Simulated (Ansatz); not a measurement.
A nudged elastic band was laid between two geometries of CH9NOSi2 (14 atoms, charge 0, multiplicity 1).

These are results of Ansatz, RKS PBE-D4/def2-SVP, not measurements.

- movable images: 7
- climbing image: yes
- spring: 5.0 eV/Å²
- optimiser: quadratic models (default)
- start path: IDPP
- force threshold: 0.05 eV/Å
- iteration limit: 60
- end points: relaxed

Initial state:

```xyz
14
Properties=species:S:1:pos:R:3
N -1.261 2.323 0.942
C -0.285 1.317 0.703
O -0.295 0.846 -0.661
Si 0.724 -0.371 -1.233
Si 0.452 -2.383 -0.022
H -1.103 3.133 0.330
H -2.203 1.969 0.733
H -0.474 0.459 1.391
H 0.724 1.727 0.942
H 2.178 0.046 -1.162
H 0.350 -0.577 -2.672
H 1.302 -3.470 -0.630
H 0.863 -2.219 1.419
H -0.987 -2.828 -0.051
```

Final state:

```xyz
14
Properties=species:S:1:pos:R:3
N -1.769 2.112 0.599
C -1.236 0.874 0.142
O 0.082 1.013 -0.427
Si 0.951 -0.277 -1.082
Si 1.326 -1.985 0.509
H -1.154 2.527 1.310
H -1.828 2.785 -0.176
H -1.924 0.444 -0.623
H -1.194 0.160 0.999
H 2.259 0.300 -1.541
H 0.233 -0.872 -2.275
H 2.211 -3.054 -0.078
H 1.999 -1.426 1.736
H 0.032 -2.630 0.937
```

Which bonds break or form, and what moves?

No bond is made or broken. The dihedral C2–O3–Si4–Si5 goes from 58 to -59°.

What energy profile does the band end with?

It converged. The highest image is number 4 of 0 to 8, 1.2 kcal/mol above the ends, which have the same energy within 2 meV. A vibrational analysis at the climbing image gives one clearly imaginary mode, 87i cm⁻¹: a first-order saddle point.

| image | path coordinate (Å) | energy (kcal/mol) | dihedral C2–O3–Si4–Si5 (°) |
| --- | --- | --- | --- |
| 0 | 0.00 | 0.0 | 58 |
| 1 | 0.61 | 0.1 | 47 |
| 2 | 1.23 | 0.4 | 35 |
| 3 | 1.84 | 0.9 | 19 |
| 4 | 2.45 | 1.2 | -1 |
| 5 | 3.06 | 0.9 | -20 |
| 6 | 3.67 | 0.5 | -35 |
| 7 | 4.28 | 0.1 | -48 |
| 8 | 4.89 | 0.0 | -59 |

What is the geometry of the highest image?


```xyz
14
Properties=species:S:1:pos:R:3
N -1.547 2.206 0.780
C -0.802 1.011 0.591
O -0.170 0.952 -0.708
Si 0.765 -0.323 -1.294
Si 1.001 -2.093 0.252
H -0.941 3.031 0.687
H -2.283 2.292 0.068
H -1.484 0.137 0.711
H -0.022 0.943 1.384
H 2.138 0.184 -1.654
H 0.142 -0.869 -2.554
H 1.860 -3.165 -0.367
H 1.661 -1.634 1.526
H -0.331 -2.702 0.608
```

What are the harmonic wavenumbers there?

87i, 31, 87, 109, 219, 322, 374, 401, 419, 501, 589, 704, 709, 771, 839, 876, 898, 902, 904, 932, 1007, 1170, 1203, 1333, 1363, 1440, 1599, 2139, 2140, 2150, 2163, 2164, 2928, 2979, 3426, 3508 cm⁻¹.

Time of the run: 59 s on 2 threads of Intel(R) Xeon(R) 6975P-C (Granite Rapids), on a shared host, peak memory 0.18 GiB.
